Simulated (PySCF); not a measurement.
C$_{3}$H$_{9}$B$_{3}$O$_{3}$, charge -1, doublet, at a GFN2-xTB geometry (a state made from the parent by changing its charge; the spin is typed, not shown lowest) (in this run its highest filled SCF level lies above zero, so its values depend strongly on the basis, on diffuse functions most of all); HF/STO-3G run with PySCF.

PySCF was given this input:
```python
from pyscf import gto, scf

mol = gto.Mole()
mol.atom = '''
    C    -1.882632   -2.258842   -0.384354
    B    -0.903798   -0.998722   -0.091208
    O     0.475998   -1.281510   -0.063452
    B     1.330207   -0.180549    0.143410
    C     2.920663   -0.499704    0.120092
    O     0.888346    1.035402    0.382769
    B    -0.553030    1.368623    0.493154
    C    -0.957577    2.715968   -0.353330
    O    -1.395612    0.198936    0.142905
    H    -1.648981   -2.721198   -1.342378
    H    -2.927451   -1.955947   -0.400643
    H    -1.766183   -3.028496    0.378153
    H     3.217699   -0.938846   -0.831274
    H     3.186168   -1.214769    0.898254
    H     3.509852    0.401623    0.275409
    H    -2.008701    2.976974   -0.218904
    H    -0.364532    3.579127   -0.046232
    H    -0.797351    2.587618   -1.431396
'''
mol.basis = 'sto-3g'
mol.charge = -1
mol.spin = 1
mol.verbose = 4
mol.build()

mf = scf.UHF(mol)
mf.kernel()
mf.analyze()
```

The log (banner, timings and long lists left out):

```
PySCF version 2.14.0

[INPUT] verbose = 4
[INPUT] num. atoms = 18
[INPUT] num. electrons = 67
[INPUT] charge = -1
[INPUT] spin (= nelec alpha-beta = 2S) = 1
[INPUT] symmetry False subgroup None
[INPUT] Mole.unit = angstrom
[INPUT] Symbol           X                Y                Z      unit          X                Y                Z       unit  Magmom
[...]
nuclear repulsion = 409.925272084895
number of shells = 36
number of NR pGTOs = 162
number of NR cGTOs = 54
basis = sto-3g
ecp = {}

******** <class 'pyscf.scf.uhf.UHF'> ********
method = UHF
initial guess = minao
damping factor = 0
level_shift factor = 0
DIIS = <class 'pyscf.scf.diis.CDIIS'>
diis_start_cycle = 1
diis_space = 8
diis_damp = 0
SCF conv_tol = 1e-09
SCF conv_tol_grad = None
SCF max_cycles = 50
direct_scf = True
direct_scf_tol = 1e-13
number electrons alpha = 34  beta = 33
Set gradient conv threshold to 3.16228e-05
init E= -414.091483319387

cycle= 1 E= -412.098313257409  delta_E= 1.99  |g|= 0.54  |ddm|= 3.75
cycle= 2 E= -412.315550559311  delta_E= -0.217  |g|= 0.186  |ddm|= 0.965
cycle= 3 E= -412.337540969215  delta_E= -0.022  |g|= 0.046  |ddm|= 0.26
cycle= 4 E= -412.340124204586  delta_E= -0.00258  |g|= 0.0168  |ddm|= 0.113
cycle= 5 E= -412.340415272835  delta_E= -0.000291  |g|= 0.00719  |ddm|= 0.0317
cycle= 6 E= -412.340516076323  delta_E= -0.000101  |g|= 0.00271  |ddm|= 0.0243
cycle= 7 E= -412.340531679791  delta_E= -1.56e-05  |g|= 0.00093  |ddm|= 0.0103
cycle= 8 E= -412.340533746336  delta_E= -2.07e-06  |g|= 0.00045  |ddm|= 0.00319
cycle= 9 E= -412.340534395715  delta_E= -6.49e-07  |g|= 0.000217  |ddm|= 0.00188
cycle= 10 E= -412.340534580857  delta_E= -1.85e-07  |g|= 9.09e-05  |ddm|= 0.00114
cycle= 11 E= -412.340534613399  delta_E= -3.25e-08  |g|= 4.25e-05  |ddm|= 0.000479
cycle= 12 E= -412.340534620092  delta_E= -6.69e-09  |g|= 1.94e-05  |ddm|= 0.000219
cycle= 13 E= -412.340534621356  delta_E= -1.26e-09  |g|= 7.54e-06  |ddm|= 0.000109
cycle= 14 E= -412.340534621468  delta_E= -1.11e-10  |g|= 2.58e-06  |ddm|= 2.78e-05
Extra cycle  E= -412.340534621475  delta_E= -7.84e-12  |g|= 1.55e-06  |ddm|= 4.86e-06
converged SCF energy = -412.340534621475  <S^2> = 0.75486967  2S+1 = 2.0048638
**** SCF Summaries ****
Total Energy =                        -412.340534621475456
Nuclear Repulsion Energy =             409.925272084894743
One-electron Energy =                -1395.932706615979441
Two-electron Energy =                  573.666899909609242
[...]
spin_pop of  8 O 2pz       0.00155
spin_pop of  9 H 1s        0.00042
spin_pop of  10 H 1s        0.00024
spin_pop of  11 H 1s        0.00128
spin_pop of  12 H 1s        0.00042
spin_pop of  13 H 1s        0.00128
spin_pop of  14 H 1s        0.00024
spin_pop of  15 H 1s        0.00378
spin_pop of  16 H 1s        0.00378
spin_pop of  17 H 1s        0.02548
 ** Mulliken Spin Density (per atom)  **
spin density of  0 C =     -0.00377
spin density of  1 B =      0.03171
spin density of  2 O =      0.02459
spin density of  3 B =      0.03171
spin density of  4 C =     -0.00377
spin density of  5 O =     -0.01782
spin density of  6 B =      0.95540
spin density of  7 C =     -0.03714
spin density of  8 O =     -0.01782
spin density of  9 H =      0.00042
spin density of  10 H =      0.00024
spin density of  11 H =      0.00128
spin density of  12 H =      0.00042
spin density of  13 H =      0.00128
spin density of  14 H =      0.00024
spin density of  15 H =      0.00378
spin density of  16 H =      0.00378
spin density of  17 H =      0.02548
 ** Mulliken pop alpha/beta on meta-lowdin orthogonal AOs **
 ** Mulliken pop       alpha | beta **
In total            34.00000 | 33.00000
 ** Mulliken atomic charges   ( Nelec_alpha | Nelec_beta ) **
charge of  0C =     -0.19846  (     3.09735      3.10112 )
charge of  1B =      0.17352  (     2.42910      2.39738 )
charge of  2O =     -0.26099  (     4.14279      4.11820 )
charge of  3B =      0.17352  (     2.42910      2.39738 )
charge of  4C =     -0.19846  (     3.09735      3.10112 )
charge of  5O =     -0.22143  (     4.10180      4.11962 )
charge of  6B =     -0.05582  (     3.00561      2.05021 )
charge of  7C =     -0.18905  (     3.07595      3.11309 )
charge of  8O =     -0.22143  (     4.10180      4.11962 )
charge of  9H =      0.00722  (     0.49660      0.49618 )
charge of  10H =      0.00864  (     0.49580      0.49556 )
charge of  11H =      0.00751  (     0.49688      0.49561 )
charge of  12H =      0.00722  (     0.49660      0.49618 )
charge of  13H =      0.00751  (     0.49688      0.49561 )
charge of  14H =      0.00864  (     0.49580      0.49556 )
charge of  15H =     -0.01404  (     0.50891      0.50513 )
charge of  16H =     -0.01404  (     0.50891      0.50513 )
charge of  17H =     -0.02004  (     0.52276      0.49728 )

WARN: System has nonzero charge -1; the dipole moment is origin-dependent.
Location of origin: [0. 0. 0.]

Dipole moment(X, Y, Z, Debye):  0.92000, -2.36143, -0.52520
```
